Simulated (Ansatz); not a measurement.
Reaction (substitution at a C–C bond): `NCC1BC1` + HI → `IC1BC1` + CH₃NH₂

Gas-phase electronic energies from Ansatz, PBE0-D4/def2-TZVP geometries. CCSD(T)/CBS is the MP2 limit (def2-TZVPP, def2-QZVPP) plus CCSD(T) − MP2 in def2-TZVPP, frozen cores. Functionals use def2-TZVPP. B3LYP here is the variant with VWN-RPA as its local correlation; programs differ in this. Elements past krypton have def2 core potentials. For I outer-core shells are correlated without core-valence functions, which leaves a few kJ/mol of doubt a bond. Each species was taken in one conformer, which may not be the lowest.

`NCC1BC1`:

```xyz
13

N     0.326    1.107   -1.473
C     0.629   -0.158   -0.824
C     0.296   -0.112    0.649
B    -0.450   -1.277    1.295
C    -1.179    0.034    1.053
H     0.585    1.084   -2.451
H     0.847    1.860   -1.039
H     1.677   -0.478   -0.926
H     0.026   -0.929   -1.319
H     1.009    0.456    1.247
H    -0.454   -2.405    1.658
H    -1.412    0.690    1.889
H    -1.899    0.128    0.243
```

HI:

```xyz
2

I    -0.743    0.298   -0.082
H     0.743   -0.298    0.082
```

`IC1BC1`:

Z-matrix (Å, degrees):
```
C
B 1 1.514
C 1 1.525 2 60.5
I 1 2.127 2 102.1 3 109.3
H 1 1.080 2 135.3 3 -110.8
H 2 1.182 1 147.4 3 -179.0
H 3 1.085 1 121.6 2 115.9
H 3 1.092 1 112.2 2 -106.5
```

CH₃NH₂:

Cartesian coordinates in Å:
```
C -0.540 -0.017 -0.175
N 0.843 -0.286 0.179
H -0.887 1.008 0.024
H -1.194 -0.701 0.371
H -0.688 -0.217 -1.239
H 0.999 -0.117 1.164
H 1.467 0.331 -0.325
```

| level | ΔE (kJ/mol) | difference from CCSD(T)/CBS |
| --- | --- | --- |
| PBE-D4 | 1.9 | 1.3 |
| r2SCAN-D4 | 5.7 | 5.1 |
| PBE0-D4 | 6.8 | 6.2 |
| B3LYP-D4 | 4.5 | 3.9 |
| ωB97X-V | 12.0 | 11.4 |
| ωB97M-V | 10.0 | 9.4 |
| B2PLYP | 3.1 | 2.5 |
| PBE | 1.3 | 0.7 |
| r2SCAN | 4.9 | 4.3 |
| PBE0 | 6.2 | 5.6 |
| B3LYP | 4.4 | 3.8 |
| HF/def2-TZVPP | 14.9 | 14.3 |
| MP2/def2-TZVPP | -0.4 | -1.0 |
| SCS-MP2/def2-TZVPP | 1.4 | 0.8 |
| CCSD/def2-TZVPP | 9.6 | 9.0 |
| CCSD(T)/def2-TZVPP | 5.9 | 5.3 |
| HF/def2-QZVPP | 14.2 | 13.6 |
| MP2/def2-QZVPP | -3.6 | -4.2 |
| SCS-MP2/def2-QZVPP | -1.4 | -2.0 |
| HF/CBS(def2) | 14.1 | 13.5 |
| MP2/CBS(def2) | -5.6 | -6.2 |
| CCSD/CBS(def2) | 4.3 | 3.7 |
| CCSD(T)/CBS | 0.6 | 0 |

Largest T1 diagnostic among the species: 0.010.

In def2-TZVPP, CCSD(T) changes the Hartree–Fock value by −9.0 kJ/mol (the triples alone add −3.7 kJ/mol) and MP2 by −15.2 kJ/mol. From PBE to PBE0 (25 % exact exchange), in def2-TZVPP and without D4, ΔE moves by +4.9 kJ/mol.
